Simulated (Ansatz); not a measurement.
Reaction (atomization): `O[Si]1([SnH3])CO1` → C• + 6 H• + 2 O• + Si• + Sn•

Program: Ansatz. Geometries: PBE0-D4/def2-TZVP. ΔE: electronic, gas phase. CCSD(T)/CBS is the MP2 limit (def2-TZVPP, def2-QZVPP) plus CCSD(T) − MP2 in def2-TZVPP, frozen cores. This one scheme is used for every species, atoms too. Functionals use def2-TZVPP. B3LYP here is the variant with VWN-RPA as its local correlation; programs differ in this. Open shells (•) are unrestricted, without spin–orbit coupling. Spin–orbit coupling would lower the free atoms: a little for C, O, Si; strongly for Sn. def2 core potentials past Kr. Bonds to Sn are less sure, by a few kJ/mol each and by 10 to 20 or more in all where they break to atoms, as the def2 sets lack core-valence functions. One conformer a species, not always the lowest.

`O[Si]1([SnH3])CO1`:

Z-matrix (Å, degrees):
```
Si
Sn 1 2.554
C 1 1.800 2 124.4
O 1 1.636 2 114.6 3 -160.0
O 1 1.655 2 114.9 3 58.2
H 2 1.702 1 109.3 3 -19.4
H 2 1.706 1 110.8 3 101.0
H 2 1.708 1 110.3 3 -139.6
H 3 1.088 1 124.0 2 -2.7
H 3 1.089 1 120.3 2 -164.8
H 4 0.958 1 118.7 2 -30.6
```

**Question.** What is ΔE at CCSD(T)/CBS? (An estimate is asked.)

**Answer.** Computed: +3712.9 kJ/mol.

**Question.** What do these levels give: LDA (SPW92), r2SCAN-D4, PBE0-D4, r2SCAN0-D4, ωB97M-V, PBE-QIDH, revPBE, B3LYP, r2SCAN0, CCSD(T)/def2-SVP, CCSD(T)/def2-TZVPP, CCSD/CBS(def2)? (Best estimate.)

**Answer.** Computed: LDA (SPW92) 4279.6, r2SCAN-D4 3700.7, PBE0-D4 3661.7, r2SCAN0-D4 3621.2, ωB97M-V 3697.4, PBE-QIDH 3640.0, revPBE 3572.4, B3LYP 3626.1, r2SCAN0 3613.9, CCSD(T)/def2-SVP 3383.0, CCSD(T)/def2-TZVPP 3598.0, CCSD/CBS(def2) 3646.6 kJ/mol.

Largest T1 diagnostic among the species: 0.014.

The D4 term adds +40.5 kJ/mol with B3LYP and +21.4 kJ/mol with PBE0; it sums over pairs of atoms, weighted by their polarisabilities, and B3LYP, whose exchange is more repulsive, gets the larger term. From PBE to PBE0 (25 % exact exchange), in def2-TZVPP and without D4, ΔE moves by −79.6 kJ/mol: exact exchange takes away binding that semilocal exchange gives to molecules.

For atomizations the MP2-based limit and the directly extrapolated one differ by several kJ/mol either way, and by 10 to 25 for some Ge, Se and Sn compounds, so smaller differences from it don't rank the levels.
